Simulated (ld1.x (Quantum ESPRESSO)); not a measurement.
Varying the TM potential for In (Z = 49)

Base potential:

| Item | Value |
| --- | --- |
| Element | In (Z = 49) |
| Generator | ld1.x (Quantum ESPRESSO) 7.5 |
| Type | norm-conserving Troullier–Martins (Kleinman–Bylander form) |
| Functional | PBE |
| Relativity | scalar-relativistic |
| Frozen core | [Kr] |
| Valence charge | 13 |
| Reference configuration | 4d10 5s2 5p1 |
| Partial waves | 5s (bound): rc 2.10 bohr; 5p (bound): rc 2.65 bohr; 4d (bound): rc 1.35 bohr |
| Local potential | the d channel |
| Core correction | none |

All-electron outer shells of the reference configuration (PBE, scalar-relativistic, ld1.x):

```csv
shell,level (eV),outermost node (bohr),outermost maximum (bohr)
4s,-119.66,0.41,0.77
4p,-78.13,0.42,0.82
4d,-18.62,0.40,0.94
5s,-8.21,1.02,2.16
5p,-2.52,1.14,2.85
```

Cutoffs, loose and tight: the cutoffs (Ry, on a coarse ladder) from which the occupation-weighted sum of valence levels, in a spherical-Bessel basis at the reference potential, stays within 10 and 1 mRy of its value at 400 Ry. They do not see the model core or the augmentation charge, which bear on the density cutoff. Test errors are all-electron minus pseudo excitation energies from the reference, over the configurations 4d10 5s2 5p0; 4d10 5s1 5p0; 4d10 5s0 5p0; 4d9 5s2 5p2; 4d10 5s1 5p1; 4d10 5s1 5p2; 4d9 5s2 5p1. A dash means not determined; rows that change the core or the reference have their own tests. The largest error is taken over the tests solved by every variant that gives reliable tests at all: 4d10 5s0 5p0; 4d10 5s1 5p0; 4d10 5s1 5p1; 4d10 5s1 5p2; 4d10 5s2 5p0.

A true bound ghost makes a file unfit for plane-wave use even where its test errors are small: the radial tests pick states by their node count and pass the ghost by. Where a test does run into it, the solver fails or the error is huge.

```csv
change,outcome,"cutoff, loose","cutoff, tight",bound ghosts,largest test error (meV)
base,generated,90 Ry,140 Ry,"s, p",+67
core correction a·sin(br)/r model core inside 0.66 bohr,generated,90 Ry,140 Ry,"s, p",-64
core correction a·sin(br)/r model core inside 0.80 bohr,generated,90 Ry,140 Ry,"s, p",-64
core correction a·sin(br)/r model core inside 0.98 bohr,generated,90 Ry,140 Ry,"s, p",-64
core correction a·sin(br)/r model core inside 1.26 bohr,generated,90 Ry,140 Ry,"s, p",-63
core correction a·sin(br)/r model core inside 1.36 bohr,generated,90 Ry,140 Ry,"s, p",-62
```

(1) What comes out with this change to the base: core correction a·sin(br)/r model core inside 1.64 bohr?

Answers

(1) outcome: generated; cutoff, loose: 90 Ry; cutoff, tight: 140 Ry; bound ghosts: s, p; largest test error (meV): -52.
